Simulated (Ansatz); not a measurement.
C2H3F3O2Si, SMILES `CC(=O)O[Si](F)(F)F`. Charge 0, multiplicity 1. All single points use the PBE0-D4/def2-TZVP geometry. It is one conformer, not always the lowest.

```xyz
11

C     0.230   -0.891   -1.747
C     0.462   -0.025   -0.557
O     1.391    0.704   -0.371
O    -0.538   -0.142    0.363
Si   -0.482    0.725    1.751
F     0.756    0.357    2.632
F    -0.518    2.267    1.490
F    -1.779    0.330    2.536
H     0.148   -1.932   -1.430
H     1.048   -0.773   -2.453
H    -0.718   -0.620   -2.215
```

(1) What is the dipole moment at r2SCAN/def2-TZVPP? (Best estimate.)

(2) And with PBE, B3LYP, ωB97M-V? (An estimate is asked.)

(3) Give the Mulliken charges with r2SCAN, ωB97M-V, PBE in def2-TZVPP. (Best estimate.)

Results:

(1) The calculation gave: 3.06 D, with components (-1.01, -1.95, -2.14) D in this frame, pointing from negative to positive charge.

(2) Computed: PBE 2.96 D, B3LYP 3.09 D, ωB97M-V 3.09 D.

(3) Computed: 
```
atom  r2SCAN  ωB97M-V    PBE
  C1   -0.14    -0.28  -0.24
  C2    0.36     0.33   0.25
  O3   -0.31    -0.29  -0.24
  O4   -0.32    -0.31  -0.24
 Si5    1.00     0.98   0.84
  F6   -0.27    -0.26  -0.23
  F7   -0.27    -0.26  -0.23
  F8   -0.28    -0.28  -0.24
  H9    0.08     0.13   0.11
 H10    0.08     0.13   0.11
 H11    0.08     0.13   0.11
```

B3LYP here is the variant with VWN-RPA as its local correlation; programs differ in this.
